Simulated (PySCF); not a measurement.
## O(3+) (oxygen, charge +3) across methods

[He] 2s2 2p1, 2P determinant. Computed with PySCF 2.14 in aug-cc-pVQZ with one added diffuse shell each of s, p, d, f, g type (7s6p5d4f3g, 105 functions), with no relativity, point nucleus.

| method | E (hartree) | mean ε 2s α (eV) | mean ε 2s β (eV) | mean ε 2p α (eV) | Σ⟨r²⟩ (bohr²) | ⟨S²⟩ |
| --- | --- | --- | --- | --- | --- | --- |
| r2SCAN0 | -71.2154 | -83.677 | -80.309 | -70.543 | 3.387 | 0.752 |
| r2SCAN | -71.2104 | -81.000 | -78.178 | -67.840 | 3.388 | 0.752 |
| PBE | -71.1687 | -80.171 | -77.783 | -66.636 | 3.393 | 0.751 |
| UHF | -71.09833 | -91.085 | -85.610 | -78.073 | 3.394 | 0.753 |
| BHandHLYP | -71.2509 | -85.978 | -82.261 | -72.808 | 3.391 | 0.752 |
| PBEsol | -70.9257 | -79.961 | -77.508 | -66.300 | 3.402 | 0.751 |
| LDA | -70.6702 | -79.936 | -77.488 | -66.263 | 3.413 | 0.751 |
| revPBE | -71.2382 | -80.188 | -77.812 | -66.647 | 3.391 | 0.751 |
| PBE0 | -71.1823 | -83.128 | -80.090 | -69.633 | 3.389 | 0.751 |
